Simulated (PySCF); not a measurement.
## Hf(IV) with different ligands

Computed with PySCF 2.14.0, PBE0, def2-SVP on the ligands, density fitting, scalar-relativistic core potentials, no spin-orbit coupling, vacuum. The metal has def2-SVP with ECP60. Each complex is relaxed within the symmetry of a template of the same shape. Distances are means of the shortest metal–ligand contacts, charges and spins Mulliken's.

| complex | point group | M–first ligand (Å) | charge on M (e) | HOMO–LUMO gap (eV) | strongest infrared band, degenerate modes summed (cm⁻¹) | unstable modes (below −25 cm⁻¹) |
| --- | --- | --- | --- | --- | --- | --- |
| [HfOCl]+ | Cs | 1.709 | 1.29 | 4.91 | 1018 | 0 |
| [HfO(OH)]+ | Cs | 1.719 | 1.34 | 5.36 | – | 0 |
| [HfSF]+ | Cs | 2.159 | 1.28 | 3.67 | 725 | 0 |

(1) A further member has point group Cs, M–first ligand (Å) 1.710, charge on M (e) 1.47, HOMO–LUMO gap (eV) 5.50, strongest infrared band, degenerate modes summed (cm⁻¹) 1021, unstable modes (below −25 cm⁻¹) 0. Which complex is it?

One start shape was tried for each, so a minimum needn't be the lowest isomer.

Answers

(1) [HfOF]+. This is one of several that fit.
